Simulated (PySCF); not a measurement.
The dipole of `C=C[SiH2]C=O` from its density and from atomic charges.

Coordinates (PBE0-D3(BJ)/def2-SVP, Å) and charges (e) from the PBE0/pcSseg-1 density (PySCF):

| atom | x | y | z | Mulliken | IAO | Hirshfeld | ESP-fitted |
| --- | --- | --- | --- | --- | --- | --- | --- |
| C1 | -1.831 | 0.780 | -0.773 | -0.1650 | -0.2609 | -0.0729 | -0.3537 |
| C2 | -1.139 | 0.052 | 0.111 | -0.4984 | -0.4263 | -0.1384 | -0.2675 |
| Si3 | 0.520 | -0.722 | -0.255 | +0.6786 | +0.7016 | +0.3324 | +0.3758 |
| C4 | 1.839 | 0.163 | 0.852 | -0.0317 | +0.0129 | +0.0482 | +0.2820 |
| O5 | 2.363 | -0.364 | 1.801 | -0.3295 | -0.3518 | -0.2102 | -0.3923 |
| H6 | -1.472 | 0.948 | -1.795 | +0.1290 | +0.1452 | +0.0483 | +0.1798 |
| H7 | -2.793 | 1.241 | -0.520 | +0.1320 | +0.1522 | +0.0525 | +0.1761 |
| H8 | -1.562 | -0.080 | 1.116 | +0.1463 | +0.1565 | +0.0482 | +0.1671 |
| H9 | 0.862 | -0.471 | -1.690 | -0.0985 | -0.1165 | -0.0730 | -0.0963 |
| H10 | 0.553 | -2.178 | 0.065 | -0.0646 | -0.1038 | -0.0677 | -0.0825 |
| H11 | 2.085 | 1.236 | 0.599 | +0.1019 | +0.0909 | +0.0324 | +0.0114 |

**Question.** Compute μ = Σ q r for each scheme (1 e·Å = 4.803 D) and compare with the dipole of the full density.

**Answer.** The full density gives (-1.85, 1.14, -1.82) D, 2.84 D in size; dipole vectors point from the negative to the positive end.

```tsv
scheme	μx	μy	μz	size (D)	share of the full size (%)	angle to the full dipole (°)
Mulliken	-1.48	0.28	-3.05	3.40	120	27
IAO	-1.59	0.51	-2.73	3.19	113	21
Hirshfeld	-1.30	0.53	-1.45	2.02	71	9
ESP-fitted	-1.84	1.17	-1.83	2.85	100	1
```

**Question.** Which set comes closest?

**Answer.** Length of the difference vector: ESP-fitted 0.03 D, Hirshfeld 0.91 D, IAO 1.13 D, Mulliken 1.54 D. Closest: ESP-fitted. ESP charges are fitted to the potential around the molecule, whose slowest-falling term is the dipole's. The schemes that divide the density aren't constrained to reproduce the dipole.

**Question.** What is left for the Hirshfeld atoms' own dipoles?

**Answer.** The Hirshfeld atoms' densities add up to the full density, so μ = Σ q r + Σ (atomic dipoles). The atomic dipoles sum to (-1.85, 1.14, -1.82) − (-1.30, 0.53, -1.45) = (-0.55, 0.61, -0.37) D, 0.91 D in size.

**Question.** With the origin at the mean of the coordinates, (-0.052, 0.055, -0.045) Å, which are the largest single terms, by size, of the Hirshfeld dipole along the direction of the full one?

**Answer.** O5 +2.96, Si3 -0.88, C1 -0.67, H7 +0.65, H6 +0.56 D; all 11 atoms together +1.99 D. The single terms depend on the origin, their sum doesn't.

**Question.** Give the size of the full dipole in other units.

**Answer.** 2.84 D = 1.116 au = 0.590 e·Å = 9.46 × 10⁻³⁰ C·m.

One conformer (not necessarily the lowest) at the PBE0-D3(BJ)/def2-SVP geometry, without solvent, vibrations or thermal averaging.

The values belong to the conformer `[CH2:1]=[CH:2][SiH2:3][CH:4]=[O:5]`: C1–C2–Si3–C4 113°, C2–Si3–C4–O5 108°.
